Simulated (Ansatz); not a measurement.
Coupled-cluster run, `[OH][Ga]([F])[SH]`.

```yaml
crystal:
  periodic: [false, false, false]
  atoms:
    - {symbol: O, position_ang: [1.077123, -0.243792, -1.220436]}
    - {symbol: Ga, position_ang: [0.325366, -0.426453, 0.370646]}
    - {symbol: F, position_ang: [1.149881, -1.539863, 1.425035]}
    - {symbol: S, position_ang: [-1.459957, 0.544096, 1.159273]}
    - {symbol: H, position_ang: [0.625626, 0.364913, -1.808837]}
    - {symbol: H, position_ang: [-1.676040, 1.237098, 0.028120]}
basis:
  gaussian: {orbitals: def2-TZVPP}
correlation: {method: ccsd_t}
output: {orbitals: {seedname: orbitals}}
```

```sh
$ ansatz run in.yaml --threads 2 --pin off --events-out ev --progress --plain
```

Log, shortened:

```
Functional definition: HF
1127 factors; integrals over basis functions are off by at most 7.7e-4 eV
mean field evaluation 1: about -67927.7079 eV, gradient 4.9e1 eV
mean field evaluation 2: about -67927.8293 eV, gradient 4.9e1 eV
mean field evaluation 4: about -67932.0459 eV, gradient 3.0e0 eV
mean field evaluation 8: about -67932.1013 eV, gradient 4.2e-1 eV
mean field evaluation 16: about -67932.1022 eV, gradient 2.5e-6 eV
mean field -67932.10224031 eV, -2496.4587112986 hartree, gradient 2.5e-6 eV, S^2 0.000000; 0 other end points of the search recorded, 0 dependent functions left out
16 core orbitals not correlated: weight in the atoms' cores, before any rotation towards them, 1.000 or more for the frozen orbitals, at most 0.000 for the correlated occupied ones
reference -67932.10224031 eV, -2496.4587112986 hartree; 17, 17 occupied and 147, 147 virtual orbitals, 1127 factors
second order -24.25468241 eV of doubles, -0.00000000 eV of singles
cycle   1  -23.77610521 eV  change    4.8e-1 eV  update   1.2e-1
cycle   2  -24.41118179 eV  change   -6.4e-1 eV  update   3.7e-2
cycle   3  -24.54880878 eV  change   -1.4e-1 eV  update   1.9e-2
cycle   4  -24.53303967 eV  change    1.6e-2 eV  update   4.8e-3
cycle   5  -24.52865000 eV  change    4.4e-3 eV  update   2.0e-3
cycle   6  -24.52973555 eV  change   -1.1e-3 eV  update   6.3e-4
cycle   7  -24.52952002 eV  change    2.2e-4 eV  update   2.1e-4
cycle   8  -24.52941874 eV  change    1.0e-4 eV  update   7.4e-5
cycle   9  -24.52944418 eV  change   -2.5e-5 eV  update   2.4e-5
perturbative correction -0.93950747 eV, -0.0345262627 hartree
Total energy: -67957.57119196 eV, -2497.3946780084 hartree
```

It took 52 s on 2 threads of a server CPU on a shared host, with 1.8 GiB of host memory at the peak.

The correlation energy is -25.469 eV, 3.7 % of it from (T); the T1 diagnostic reads 0.0140.
